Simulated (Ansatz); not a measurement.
Cost and result for the atomization energy of BFH₈Si₃ (`B[SiH](F)[SiH2][SiH3]`) (13 atoms, 12 bonds).

```
atom    x (Å)    y (Å)    z (Å)
  B1   1.7937  -1.1287   0.9353
 Si2  -0.1053  -1.5999   0.5836
  F3  -0.3332  -2.4708  -0.7543
 Si4  -1.2495   0.4462   0.3312
 Si5  -0.2504   1.7038  -1.3675
  H6   2.0526  -0.5734   1.9637
  H7   2.6772  -1.2961   0.1493
  H8  -0.7043  -2.3696   1.7110
  H9  -1.1521   1.1829   1.6231
 H10  -2.6869   0.1952   0.0319
 H11   1.1886   1.8930  -1.0330
 H12  -0.3431   0.9776  -2.6611
 H13  -0.8871   3.0398  -1.5132
```

Total charge 0; spin multiplicity 1. The geometry is a stationary point of PBE0-D4/def2-TZVP. It is one conformer, not always the lowest. Program: Ansatz. All runs use 4 threads of an Intel Xeon Platinum 8559C on a shared host. Times are those of one run each, without the atoms' runs, and a repeat can differ threefold. Electronic energies, without spin–orbit coupling; frozen cores. CCSD(T)/CBS adds CCSD(T) − MP2 in def2-TZVPP to the MP2 limit, and its time is that of the two runs behind it. T1 = 0.014. B3LYP takes the VWN-RPA correlation (the form of Gaussian; ORCA's B3LYP/G). HSE06 is the plane-wave form, built on full-range PBE exchange.

CCSD(T)/CBS is a level of theory with its own doubt, some kJ/mol a heavy atom from the limit and from the frozen cores, so smaller differences don't rank the functionals.

```
                            level  functions  wall time  atomization (kJ/mol)  difference from CCSD(T)/CBS  per bond
           LDA (SPW92)/def2-TZVPP        300      1.1 s                4484.3                        431.8      36.0
             revPBE-D4/def2-TZVPP        300      1.6 s                3969.4                        -83.1      -6.9
               BLYP-D4/def2-TZVPP        300      1.7 s                4011.3                        -41.2      -3.4
  PBE-D4/def2-TZVPP (with forces)        300        2 s                4033.0                        -19.5      -1.6
              HSE06-D4/def2-TZVPP        300      2.9 s                4016.7                        -35.8      -3.0
                 CCSD(T)/def2-SVP        122      3.6 s                3775.4                       -277.1     -23.1
B3LYP-D4/def2-TZVPP (with forces)        300      4.2 s                4053.8                          1.3       0.1
                B2PLYP/def2-TZVPP        300      4.8 s                3994.2                        -58.3      -4.9
              PBE-QIDH/def2-TZVPP        300      4.9 s                4005.0                        -47.5      -4.0
               ωB97X-V/def2-TZVPP        300      6.5 s                4090.9                         38.4       3.2
                   MP2/def2-QZVPP        564       23 s                4007.4                        -45.1      -3.8
               CCSD(T)/def2-TZVPP        300      2 min                3949.7                       -102.8      -8.6
                CCSD(T)/CBS(def2)          –    2.4 min                4052.5                          0.0       0.0
```

In def2-TZVPP, CCSD(T) changes the Hartree–Fock value by +819.6 kJ/mol (the triples alone add +37.1 kJ/mol) and MP2 by +815.6 kJ/mol; breaking electron pairs costs correlation energy, which Hartree–Fock lacks. From BLYP to BHLYP (50 % exact exchange), in def2-TZVPP and without D4, the atomization energy moves by +19.9 kJ/mol. Leaving LDA and LC-ωPBE aside and taking each functional with its dispersion term where it has one, the values spread over 121.5 kJ/mol, from revPBE-D4 to ωB97X-V. LDA lies +481.9 kJ/mol from PBE without D4, its usual overbinding.
